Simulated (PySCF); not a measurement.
Electron correlation in Sc¹¹⁺ (scandium, charge +11)

Starting occupation: [Ne]. All numbers are calculated (PySCF 2.14, X2C-1e with screened-nucleus spin-orbit coupling, Gaussian nucleus, in an uncontracted even-tempered set (18 s from 1.7 bohr⁻², ratio 2.4; 12 p from 2.2 bohr⁻², ratio 2.4; 5 d from 13 bohr⁻², ratio 2.6; 5 f from 19 bohr⁻², ratio 2.6)). Frozen: nothing; 10 electrons correlated; the 34 highest virtual spinors left out.

MP2 pair energies summed by pair of shells (mhartree):

| pair | energy | share (%) |
| --- | --- | --- |
| 2p1/2-2p3/2 | -93.89 | 25.9 |
| 2p3/2-2p3/2 | -89.39 | 24.6 |
| 2p3/2-2s1/2 | -43.93 | 12.1 |
| 1s1/2-1s1/2 | -38.22 | 10.5 |
| 1s1/2-2p3/2 | -23.84 | 6.6 |
| 2p1/2-2s1/2 | -22.05 | 6.1 |
| 2p1/2-2p1/2 | -21.36 | 5.9 |
| 1s1/2-2p1/2 | -12.19 | 3.4 |
| 2s1/2-2s1/2 | -11.01 | 3.0 |
| 1s1/2-2s1/2 | -7.31 | 2.0 |

Total MP2 correlation energy: -363.18 mhartree.
